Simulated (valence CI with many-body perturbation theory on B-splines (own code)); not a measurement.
**Energy levels of Te47+**

Computed by configuration interaction combined with many-body perturbation theory (CI+MBPT): three valence electrons over a frozen Dirac-Fock core [He], radial functions for each j: 11 s, 11 p, 9 d, 7 f, 5 g, 2 h, 1 i, with the one-electron correlation potential Σ1, the two-electron term Σ2, the three-electron term Σ3, Breit, model QED; selected CI, second order for the rest (own B-spline code, finite nucleus).

No measured spectrum was set against this ion. As an estimate, large intervals hold to a few tenths of a per cent, small ones and those within an open d or f shell to about a per cent.

Levels 1 to 45 of 100, with energies above the lowest level, (2s^2 2p1/2) J=1/2. "Leading %" is the weight of the configuration and term that name the level; weights of strongly mixed levels are sums over their largest components and can fall short. In the jj column 3d3/2^4 stands for four electrons in 3d with j = 3/2. Lifetimes count E1, E2, E3, M1 and M2 decay at the calculated energies, and are blank where another channel may lead or the interval is too uncertain; long ones can be off by a factor of two.

```csv
No.,Configuration,Term,J,E (eV),Leading %,Second component,Leading jj,Lifetime
1,2s²2p,²P°,1/2,0.0,100,,2s^2 2p1/2 (100 %),
2,2s2p²,⁴P,1/2,154.2,60,27 % 2s2p² ²S,2s 2p1/2^2 (97 %),121 ps
3,2s²2p,²P°,3/2,303.6,98,,2s^2 2p3/2 (98 %),2.71 ns
4,2s2p²,⁴P,3/2,411.4,93,5 % 2s2p² ²D,2s 2p1/2 2p3/2 (99 %),380 ps
5,2s2p²,²D,5/2,441.9,56,44 % 2s2p² ⁴P,2s 2p1/2 2p3/2 (99 %),268 ps
6,2s2p²,²D,3/2,489.9,67,32 % 2s2p² ²P,2s 2p1/2 2p3/2 (99 %),1.93 ps
7,2s2p²,²P,1/2,490.7,72,26 % 2s2p² ⁴P,2s 2p1/2 2p3/2 (97 %),1.48 ps
8,2p³,²P°,3/2,655.9,45,28 % 2p³ ⁴S°,2p1/2^2 2p3/2 (98 %),2.25 ps
9,2s2p²,⁴P,5/2,733.2,56,44 % 2s2p² ²D,2s 2p3/2^2 (99 %),8.86 ps
10,2s2p²,²S,1/2,803.7,70,15 % 2s2p² ²P,2s 2p3/2^2 (99 %),1.80 ps
11,2s2p²,²P,3/2,804.8,66,28 % 2s2p² ²D,2s 2p3/2^2 (99 %),1.06 ps
12,2p³,⁴S°,3/2,929.5,54,46 % 2p³ ²D°,2p1/2 2p3/2^2 (100 %),1.19 ps
13,2p³,²D°,5/2,948.6,100,,2p1/2 2p3/2^2 (100 %),1.39 ps
14,2p³,²P°,1/2,985.3,100,,2p1/2 2p3/2^2 (100 %),1.02 ps
15,2p³,²P°,3/2,1264.8,54,28 % 2p³ ²D°,2p3/2^3 (99 %),804 fs
16,2s²3s,²S,1/2,4762.5,97,,2s^2 3s (97 %),17.6 fs
17,2s²3p,²P°,1/2,4816.3,95,,2s^2 3p1/2 (95 %),413 fs
18,2s2p3s,⁴P°,1/2,4867.7,87,12 % 2s2p3s ²P°,2s 2p1/2 3s (98 %),19.4 fs
19,2s2p3s,⁴P°,3/2,4881.8,53,31 % 2s2p3s ²P°,2s 2p1/2 3s (83 %),20.6 fs
20,2s2p3s,²P°,1/2,4904.5,94,5 % 2s2p3s ⁴P°,2s 2p1/2 3s (98 %),25.3 fs
21,2s²3p,²P°,3/2,4910.6,82,12 % 2s2p3s ⁴P°,2s^2 3p3/2 (82 %),69.5 fs
22,2s2p3p,⁴D,1/2,4913.1,72,20 % 2s2p3p ²P,2s 2p1/2 3p1/2 (100 %),24.6 fs
23,2s2p3p,⁴D,3/2,4930.5,40,18 % 2s2p3p ²D,2s 2p1/2 3p1/2 (90 %),4.98 fs
24,2s²3d,²D,3/2,4949.4,89,5 % 2s2p3p ⁴D,2s^2 3d3/2 (89 %),3.53 fs
25,2s2p3p,⁴P,1/2,4958.1,51,28 % 2s2p3p ²S,2s 2p1/2 3p1/2 (98 %),19.4 fs
26,2s²3d,²D,5/2,4973.1,97,,2s^2 3d5/2 (97 %),2.70 fs
27,2s2p3p,⁴P,3/2,5011.0,30,26 % 2s2p3p ⁴D,2s 2p1/2 3p3/2 (100 %),21.5 fs
28,2s2p3p,²P,1/2,5024.2,31,14 % 2s2p3p ⁴P,2s 2p1/2 3p3/2 (80 %),7.37 fs
29,2s2p3p,⁴D,5/2,5031.6,50,32 % 2s2p3p ²D,2s 2p1/2 3p3/2 (97 %),150 fs
30,2s2p3p,²D,3/2,5034.6,46,18 % 2s2p3p ²P,2s 2p1/2 3p3/2 (98 %),9.39 fs
31,2s2p3d,⁴F°,3/2,5042.2,73,12 % 2s2p3d ²D°,2s 2p1/2 3d3/2 (99 %),11.1 fs
32,2s2p3d,⁴F°,5/2,5061.3,58,17 % 2s2p3d ²F°,2s 2p1/2 3d3/2 (87 %),11.3 fs
33,2s2p3d,⁴D°,1/2,5072.4,53,29 % 2s2p3d ²P°,2s 2p1/2 3d3/2 (86 %),1.60 fs
34,2p²3s,⁴P,1/2,5074.7,42,22 % 2p²3s ²S,2p1/2^2 3s (79 %),16.7 fs
35,2s2p3d,⁴D°,3/2,5075.6,33,21 % 2s2p3d ⁴P°,2s 2p1/2 3d3/2 (91 %),2.14 fs
36,2s2p3d,⁴P°,5/2,5077.4,39,25 % 2s2p3d ⁴D°,2s 2p1/2 3d5/2 (92 %),2.79 fs
37,2s2p3d,⁴F°,7/2,5094.9,42,32 % 2s2p3d ²F°,2s 2p1/2 3d5/2 (98 %),2.98 fs
38,2s2p3d,²D°,3/2,5105.3,44,39 % 2s2p3d ²P°,2s 2p1/2 3d5/2 (90 %),2.94 fs
39,2s2p3d,²F°,5/2,5105.4,57,17 % 2s2p3d ²D°,2s 2p1/2 3d5/2 (94 %),2.95 fs
40,2p²3p,⁴D°,1/2,5111.6,37,36 % 2p²3p ²P°,2p1/2^2 3p1/2 (85 %),39.4 fs
41,2s2p3s,⁴P°,5/2,5171.4,99,,2s 2p3/2 3s (99 %),28.0 fs
42,2s2p3s,²P°,3/2,5188.7,78,21 % 2s2p3s ⁴P°,2s 2p3/2 3s (98 %),15.3 fs
43,2p²3p,²P°,3/2,5205.7,30,22 % 2p²3p ⁴D°,2p1/2^2 3p3/2 (95 %),9.76 fs
44,2s2p3p,⁴P,3/2,5230.3,48,24 % 2s2p3p ⁴S,2s 2p3/2 3p1/2 (99 %),27.4 fs
45,2s2p3p,²D,5/2,5232.9,43,34 % 2s2p3p ⁴D,2s 2p3/2 3p1/2 (99 %),11.4 fs
```

The ionisation energy to 2s² ¹S0 of the next ion comes out as 8494.4 eV (NIST: 8499 ± 4 eV (theoretical)). All 100 levels together are meant to be complete up to 5573.9 eV.
